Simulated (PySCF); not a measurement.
H₇NO₂Si₂, SMILES N[Si@H](O)O[SiH3].

Geometry optimised at PBE0-D3(BJ)/def2-SVP. The structure was generated by enumeration; whether it is a known compound was not checked. One conformer was computed; it need not be the lowest.

Two levels are set side by side: TDDFT-PBE/def2-SVPD (PySCF) and TDDFT-ωB97X/def2-SVPD (PySCF). Vertical, same geometry. The lowest singlet is HOMO→LUMO 99 % with PBE and HOMO→LUMO 63 %, HOMO→LUMO+2 15 % with the other functional; states are paired by order. Differences are taken from unrounded values.

```csv
quantity,TDDFT-ωB97X,TDDFT-PBE,TDDFT-PBE minus TDDFT-ωB97X
lowest singlet excitation (eV),7.39,5.89,-1.50
lowest triplet excitation (TDA) (eV),7.15,5.75,-1.40
```

Functionals without exact exchange tend to place singlet excitations lower, as here. Differences between two approximate levels are no errors against the true value.

Rough cost on one machine, each run with all the roots and properties that it gave: TDDFT-ωB97X against TDDFT-PBE about 9 times.
